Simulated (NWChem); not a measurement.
System: C2H3BF2O; SMILES C=COB(F)F

Input file for NWChem:

```
start job
memory heap 200 mb stack 900 mb global 1100 mb
geometry units angstroms noautosym nocenter noautoz
  C      0.515168    -2.119909    -0.126285
  C     -0.636783    -1.501955     0.122637
  O     -0.881152    -0.144984     0.166132
  B     -0.012409     0.877703    -0.011411
  F     -0.483276     2.111686     0.075264
  F      1.283103     0.715509    -0.266635
  H      1.441764    -1.600386    -0.332530
  H      0.528630    -3.204204    -0.122476
  H     -1.555359    -2.042267     0.327102
end
basis spherical
  * library pcsseg-1
end
dft
  xc pbe0
  iterations 150
end
property
  shielding
end
task dft property
```

All runs use the structure optimised with B3LYP/6-31G* (spherical d).

GIAO values for the isolated, static molecule; σ is the absolute isotropic shielding, δ = σ(reference) − σ with the isolated reference molecule computed at the same levels (11B: boron trifluoride, 13C: tetramethylsilane, 19F: trichlorofluoromethane, 1H: tetramethylsilane).

Atoms are numbered as in the input.

Task: Predict the main results of this run. (PBE0/pcSseg-1, GIAO.) Quantities: δ C1 (ppm); δ C2 (ppm); δ B4 (ppm); δ F5 (ppm); δ H7 (ppm); δ H8 (ppm); δ H9 (ppm).

Result: 
* **δ C1 (ppm)**: 105.9
* **δ C2 (ppm)**: 153.7
* **δ B4 (ppm)**: 1.7
* **δ F5 (ppm)**: -131.5
* **δ H7 (ppm)**: 5.47
* **δ H8 (ppm)**: 4.89
* **δ H9 (ppm)**: 6.31
